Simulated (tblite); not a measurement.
C5H8FGaSi.
SMILES with atom numbers: `[CH:1]#[C:2][Si@:3]1([F:4])[CH2:5][C@H:6]([GaH2:7])[CH2:8]1` (hydrogens: H9 on C1; H10, H11 on C5; H12 on C6; H13, H14 on Ga7; H15, H16 on C8)

Computed with GFN2-xTB (tblite), gas phase: L-BFGS steps from a force-field or distance-geometry start until the largest atomic force falls under 0.01 eV/Å.

Step 41: E = -607.9677 eV
```
atom  x, y, z in Å  |  force x, y, z in eV/Å
C1     -4.1445    0.3949    0.0905   -0.046  -0.001  -0.056
C2     -2.9546    0.2347    0.0977   -0.001  -0.013  -0.015
Si3    -1.1797    0.0044    0.5183    0.034   0.098   0.039
F4     -1.2621   -0.0401    2.1423    0.087  -0.039   0.040
C5      0.3190    1.0854    0.0476    0.059   0.038  -0.040
C6      1.1895   -0.1915    0.2343    0.041   0.108   0.019
Ga7     2.9477   -0.1351   -0.8089    0.017   0.082  -0.033
C8      0.1145   -1.2787   -0.0411    0.096   0.081   0.058
H9     -5.1856    0.5326    0.0421   -0.033   0.007  -0.066
H10     0.5989    1.9361    0.6679   -0.032  -0.088   0.119
H11     0.3205    1.4383   -0.9845   -0.058  -0.061  -0.076
H12     1.4458   -0.2318    1.3037    0.019  -0.102  -0.023
H13     3.8278   -1.3089   -1.4387   -0.087  -0.025   0.015
H14     3.6452    1.2942   -0.9722   -0.021  -0.005  -0.032
H15     0.2458   -2.1835    0.5491   -0.058  -0.045  -0.064
H16     0.0641   -1.5419   -1.1004   -0.018  -0.036   0.115
```

Step 42: E = -607.9725 eV
```
atom  x, y, z in Å  |  force x, y, z in eV/Å
C1     -4.1400    0.3936    0.0731   -0.197   0.016  -0.049
C2     -2.9514    0.2330    0.0853    0.196  -0.037   0.018
Si3    -1.1780    0.0038    0.5255    0.010   0.079  -0.030
F4     -1.2721   -0.0449    2.1471    0.080  -0.037   0.067
C5      0.3207    1.0893    0.0640    0.104  -0.061  -0.062
C6      1.1934   -0.1890    0.2505    0.001   0.116   0.052
Ga7     2.9344   -0.1318   -0.8166    0.055   0.086  -0.030
C8      0.1216   -1.2796   -0.0316    0.066   0.208   0.042
H9     -5.1818    0.5302    0.0237   -0.011   0.006  -0.075
H10     0.6031    1.9398    0.6828   -0.050  -0.086   0.118
H11     0.3325    1.4344   -0.9707   -0.090  -0.025  -0.070
H12     1.4465   -0.2324    1.3207    0.034  -0.103  -0.042
H13     3.7964   -1.3111   -1.4577   -0.084  -0.038   0.012
H14     3.6392    1.2912   -1.0083   -0.037  -0.006  -0.025
H15     0.2545   -2.1860    0.5543   -0.063  -0.058  -0.066
H16     0.0735   -1.5316   -1.0945   -0.015  -0.062   0.140
```

Step 43: E = -607.9797 eV
```
atom  x, y, z in Å  |  force x, y, z in eV/Å
C1     -4.1337    0.3918    0.0477   -0.322   0.030  -0.041
C2     -2.9461    0.2305    0.0719    0.379  -0.055   0.065
Si3    -1.1747    0.0047    0.5382   -0.025   0.041  -0.105
F4     -1.2813   -0.0523    2.1571    0.069  -0.029   0.089
C5      0.3241    1.0941    0.0849    0.136  -0.164  -0.069
C6      1.1997   -0.1835    0.2723   -0.038   0.076   0.074
Ga7     2.9176   -0.1251   -0.8262    0.093   0.083  -0.027
C8      0.1321   -1.2779   -0.0179    0.000   0.305   0.017
H9     -5.1764    0.5268   -0.0073    0.027   0.002  -0.085
H10     0.6106    1.9430    0.7031   -0.072  -0.059   0.101
H11     0.3438    1.4270   -0.9540   -0.113   0.030  -0.046
H12     1.4481   -0.2357    1.3430    0.058  -0.079  -0.055
H13     3.7498   -1.3161   -1.4812   -0.075  -0.049   0.007
H14     3.6295    1.2890   -1.0569   -0.052  -0.008  -0.018
H15     0.2668   -2.1904    0.5573   -0.064  -0.047  -0.053
H16     0.0826   -1.5169   -1.0843   -0.001  -0.077   0.145
```

Step 44: E = -607.9890 eV
```
atom  x, y, z in Å  |  force x, y, z in eV/Å
C1     -4.1249    0.3894    0.0146   -0.314   0.025  -0.030
C2     -2.9377    0.2272    0.0622    0.414  -0.051   0.112
Si3    -1.1696    0.0067    0.5584   -0.055  -0.007  -0.147
F4     -1.2843   -0.0624    2.1752    0.050  -0.014   0.091
C5      0.3292    1.0980    0.1085    0.139  -0.217  -0.049
C6      1.2082   -0.1755    0.2979   -0.053  -0.014   0.063
Ga7     2.8998   -0.1143   -0.8359    0.115   0.061  -0.025
C8      0.1445   -1.2715   -0.0009   -0.080   0.297  -0.009
H9     -5.1682    0.5227   -0.0543    0.074  -0.003  -0.091
H10     0.6223    1.9452    0.7246   -0.101  -0.011   0.071
H11     0.3487    1.4150   -0.9360   -0.114   0.090  -0.008
H12     1.4522   -0.2422    1.3683    0.079  -0.029  -0.060
H13     3.6883   -1.3252   -1.5049   -0.058  -0.049   0.000
H14     3.6146    1.2894   -1.1141   -0.060  -0.011  -0.010
H15     0.2824   -2.1969    0.5540   -0.065   0.005  -0.023
H16     0.0870   -1.4965   -1.0700    0.028  -0.070   0.115
```

Task: Estimate the geometry and energy of step 45. (The exact step hangs on the optimiser's Hessian estimate; all steps are aligned on step 44, rigid shifts and turns removed.)

Result: E = -607.9970 eV, largest force 0.250 eV/Å
```
atom  x, y, z in Å  |  force x, y, z in eV/Å
C1     -4.1162    0.3872   -0.0146   -0.124  -0.004  -0.011
C2     -2.9286    0.2244    0.0619    0.219  -0.017   0.120
Si3    -1.1649    0.0087    0.5790   -0.053  -0.035  -0.106
F4     -1.2780   -0.0715    2.1961    0.029   0.001   0.059
C5      0.3344    1.0980    0.1262    0.099  -0.160  -0.010
C6      1.2157   -0.1687    0.3182   -0.030  -0.105   0.008
Ga7     2.8893   -0.1036   -0.8411    0.095   0.020  -0.023
C8      0.1530   -1.2618    0.0130   -0.121   0.146  -0.020
H9     -5.1592    0.5191   -0.1022    0.109  -0.008  -0.091
H10     0.6334    1.9462    0.7377   -0.122   0.028   0.042
H11     0.3425    1.4028   -0.9231   -0.079   0.119   0.030
H12     1.4592   -0.2491    1.3871    0.078   0.023  -0.053
H13     3.6348   -1.3364   -1.5193   -0.035  -0.033  -0.006
H14     3.5984    1.2927   -1.1581   -0.052  -0.012  -0.009
H15     0.2951   -2.2026    0.5438   -0.072   0.077   0.017
H16     0.0836   -1.4763   -1.0569    0.061  -0.041   0.052
```

The energy changes by -0.0080 eV. The first-order estimate −F·Δx gives -0.0117 eV and the mean of the old and new forces, exact on a quadratic surface, -0.0080 eV. The step makes an angle of 83° with the force vector and moves no atom by more than 0.057 Å.

What follows is the cost of the whole relaxation. Hardware: an Arm Neoverse N1 with one thread, shared host. Cost: 2.7 s wall.
